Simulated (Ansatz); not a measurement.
Relaxation of Cl2FGeH3 (7 atoms, charge 0, multiplicity 1), to a largest force component of 0.03 eV/Å in at most 50 steps.

All numbers below come from RKS PBE/def2-SVP (Ansatz 0.2.0).

```xyz
7
Properties=species:S:1:pos:R:3
Ge 0.302 0.438 -0.388
F -0.212 -0.106 2.409
Cl 1.924 -0.296 -1.637
H -0.711 1.139 -1.329
H -0.242 -0.786 0.351
Cl 1.178 2.064 0.832
H 0.379 0.540 2.730
```

Q: Where does it end, and by what steps?

A: It converged. After 18 steps the energy has fallen by 0.286 eV; H5 moved furthest, 0.84 Å.

```json
{"step": "0", "energy less start (eV)": "0.0000", "largest force component (eV/Å)": "0.485", "accepted": "yes"}
{"step": "1", "energy less start (eV)": "-0.0992", "largest force component (eV/Å)": "1.097", "accepted": "yes"}
{"step": "2", "energy less start (eV)": "-0.0338", "largest force component (eV/Å)": "2.265", "accepted": "no"}
{"step": "3", "energy less start (eV)": "-0.1465", "largest force component (eV/Å)": "0.596", "accepted": "yes"}
{"step": "4", "energy less start (eV)": "-0.1670", "largest force component (eV/Å)": "0.699", "accepted": "yes"}
{"step": "5", "energy less start (eV)": "-0.1693", "largest force component (eV/Å)": "0.635", "accepted": "yes"}
{"step": "6", "energy less start (eV)": "-0.1653", "largest force component (eV/Å)": "0.758", "accepted": "no"}
{"step": "7", "energy less start (eV)": "-0.1841", "largest force component (eV/Å)": "0.034", "accepted": "yes"}
{"step": "8", "energy less start (eV)": "-0.1910", "largest force component (eV/Å)": "0.070", "accepted": "yes"}
{"step": "9", "energy less start (eV)": "-0.1962", "largest force component (eV/Å)": "0.215", "accepted": "yes"}
{"step": "10", "energy less start (eV)": "-0.2238", "largest force component (eV/Å)": "0.089", "accepted": "yes"}
{"step": "11", "energy less start (eV)": "-0.2328", "largest force component (eV/Å)": "0.433", "accepted": "yes"}
{"step": "12", "energy less start (eV)": "-0.2237", "largest force component (eV/Å)": "1.053", "accepted": "no"}
{"step": "13", "energy less start (eV)": "-0.2537", "largest force component (eV/Å)": "0.263", "accepted": "yes"}
{"step": "14", "energy less start (eV)": "-0.2706", "largest force component (eV/Å)": "0.132", "accepted": "yes"}
{"step": "15", "energy less start (eV)": "-0.2839", "largest force component (eV/Å)": "0.089", "accepted": "yes"}
{"step": "16", "energy less start (eV)": "-0.2839", "largest force component (eV/Å)": "0.096", "accepted": "yes"}
{"step": "17", "energy less start (eV)": "-0.2856", "largest force component (eV/Å)": "0.106", "accepted": "yes"}
{"step": "18", "energy less start (eV)": "-0.2860", "largest force component (eV/Å)": "0.014", "accepted": "yes"}
```

```xyz
7
Properties=species:S:1:pos:R:3
Ge 0.501 0.216 -0.279
F -0.817 0.442 2.248
Cl 1.617 0.142 -2.140
H -0.832 0.929 -0.562
H 0.492 -1.203 0.316
Cl 1.682 1.507 1.074
H -0.025 0.960 2.310
```

Whether the end is a true minimum wasn't checked by a vibrational analysis.

The run took 28 s on 2 threads of Arm Neoverse V2, on a shared host, peak memory 0.14 GiB.
